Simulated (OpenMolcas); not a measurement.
An atom or ion with 72 electrons was computed by SS-CASPT2, IPEA 0.25 Eh, imaginary shift 0.1 Eh with spin-orbit coupling (OpenMolcas, ANO-RCC-VQZP, DKH2). The lowest levels that the run gave, each within 12 % of the measured value where one is at hand:

```tsv
J	Parity	E (cm⁻¹)	g
0	even	0.0	
1	even	3370	1.500
2	even	6450	1.480
3	even	8930	1.463
4	even	10750	1.421
0	even	15240	
4	even	17860	0.957
1	even	20520	1.422
3	even	20960	0.911
2	even	21090	0.792
5	even	22060	1.070
6	even	24080	1.130
```

**Question.** Which ion is it, and what are the configurations and terms?

**Answer.** Re3+ (Z = 75, charge +3; active space 4 electrons in 10 orbitals (5d 6d)). J, parity and g give the terms where levels are pure, and mixed ones are named by the computed weights; the size of the splittings, set against known spectra of the 72-electron sequence, gives the charge. In order, with the measured energies in cm⁻¹ (the list in Brasseur, Gamrath and Quinet, At. Data Nucl. Data Tables 157, 101636 (2024)): 5d⁴ ⁵D₀ [66 %], 5d⁴ ⁵D₁ (3084), 5d⁴ ⁵D₂ (5979), 5d⁴ ⁵D₃ (8350), 5d⁴ ⁵D₄ [75 %] (10121), 5d⁴ ³P₀(1) [55 %], 5d⁴ ³H₄ [58 %] (16946), 5d⁴ ³P₁(1) (19340), 5d⁴ ³G₃ [59 %] (19817), 5d⁴ ³F₂(1) [71 %] (19851), 5d⁴ ³H₅ (20930), 5d⁴ ³H₆ (22896).

CASPT2 does not keep the components of a term degenerate, so their means are used; among the terms shown or strongly mixed into the levels shown the widest spread is 160 cm-1 (5d⁴ ¹D(1)). Active for correlation alone: 6d; no level in the range computed is led by a configuration that fills it, so any true level of that kind is missing. Computed and measured levels are paired by configuration, term and J; levels that our copy of the source lacks, or whose pairing is in doubt (as where it misses far off the trend of its configuration), stay unpaired and out of the deviations. Only configurations of the active space appear.

A share in square brackets marks a mixed level and gives the weight of the term that names it. A number in round brackets counts repeated terms of one configuration in the order of the reference energies.
